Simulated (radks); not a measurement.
Results of a calculation; reference values are marked as such.
Initial-state core-level shifts of the iron ion Fe+ when its valence configuration changes from [Ar] 3d6 4s1. Level of theory: scalar-relativistic Kohn-Sham, r2SCAN, spin-polarised, spherical densities, finite nucleus; open shells are filled with parallel spins first; meta-GGA in the generalised Kohn-Sham scheme; Fermi nuclear charge, rms radius 3.7377 fm (a radial shooting solver on a logarithmic mesh with Libxc functionals). Shifts are changes of the shell-averaged eigenvalues in eV (positive: less bound); the change of the density at the nucleus, which sets a Mossbauer isomer shift, is in e/bohr^3, on a base of 1.52e+04.

valence               1s       2s       3s       3p  density at nucleus
3d7               +5.052   +5.702   +5.098   +4.915              -9.182
3d5 4s1 4p1       -7.699   -8.484   -7.410   -7.169              +3.345
3d6 4p1           -1.498   -1.392   -1.495   -1.498              -7.941
3d5.5 4s0.5 4p1   -4.454   -4.766   -4.360   -4.247              -2.794
3d4 4s2 4p1      -16.659  -18.513  -15.588  -15.080             +16.688
3d5.5 4s1.5       -3.219   -3.576   -3.131   -3.028              +4.754
3d5.5 4p1.5       -5.187   -5.452   -5.086   -4.973              -7.008
3d5 4s2           -6.649   -7.414   -6.381   -6.164             +10.351
3d5 4s0.5 4p1.5   -8.420   -9.164   -8.122   -7.879              -1.280
